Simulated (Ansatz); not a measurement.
Geometry optimisation, RHF/6-31G* (Ansatz 0.2.0).

The input (input.yaml):

```yaml
crystal:
  periodic: [false, false, false]
  atoms:
    - { symbol: Al, position_ang: [0.020106, 0.38702, -0.145125] }
    - { symbol: F, position_ang: [-0.152729, 0.324733, 1.506749] }
    - { symbol: F, position_ang: [1.484526, 0.706078, -0.766675] }
    - { symbol: F, position_ang: [-1.307437, 0.394478, -1.077038] }
    - { symbol: "N", position_ang: [0.109448, -2.474553, 1.027508] }
    - { symbol: H, position_ang: [-0.648397, -3.129376, 0.9985] }
    - { symbol: H, position_ang: [0.947931, -2.97179, 1.258672] }
    - { symbol: H, position_ang: [-0.076348, -1.78909, 1.769308] }
basis:
  gaussian: { orbitals: "6-31G*" }
hamiltonian:
  xc: hf
relax:
  f_tol: 0.03
  max_steps: 50
```

Command:

```bash
$ ansatz run input.yaml --threads 1 --pin off --max-ram 2048MiB --backend cpu --events-out ev --progress --plain --runs-dir out
```

**Question.** Where does it end, and by what steps?

**Answer.** The run converged. After 7 steps the energy has fallen by 1.374 eV; H7 moved furthest, 0.76 Å. Joined: Al1–N5 (3.09 → 2.03 Å).

```
step  energy less start (eV)  largest force component (eV/Å)  accepted
   0                  0.0000                           1.364       yes
   1                 -0.1530                           1.394       yes
   2                 -0.5925                           1.342       yes
   3                 -1.0577                           1.243       yes
   4                 -1.2153                           1.747       yes
   5                 -1.3589                           0.323       yes
   6                 -1.3732                           0.049       yes
   7                 -1.3736                           0.007       yes
```

```xyz
8
Properties=species:S:1:pos:R:3
Al 0.012 -0.109 0.195
F -0.227 0.749 1.580
F 1.502 0.003 -0.496
F -1.271 -0.229 -0.830
N 0.081 -1.994 0.933
H -0.633 -2.566 0.516
H 0.974 -2.418 0.745
H -0.061 -1.990 1.929
```

Whether the end is a true minimum wasn't checked by a vibrational analysis.

Time of the run: 14 s on 1 thread of Arm Neoverse V1, with other jobs on the host, peak memory 0.15 GiB.
